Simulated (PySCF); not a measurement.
A structure optimised at PBE0-D3(BJ)/def2-SVP, used in a PySCF frequency run:

```
O
Si 1 1.6862
H 2 1.4890 1 105.59
H 2 1.4932 3 110.28 1 119.64
H 2 1.4936 3 110.41 4 120.70
Se 1 1.8139 2 119.07 3 -179.45
Se 6 2.3006 1 103.44 2 -80.53
H 7 1.4781 6 97.23 1 -85.56
```

Problem. Write its SMILES and formula.

Solution. [SiH3]O[Se][SeH], H4OSe2Si

Problem. What are its rotational constants (standard atomic weights)?

Solution. 3.3786, 1.1512, 0.90257 GHz
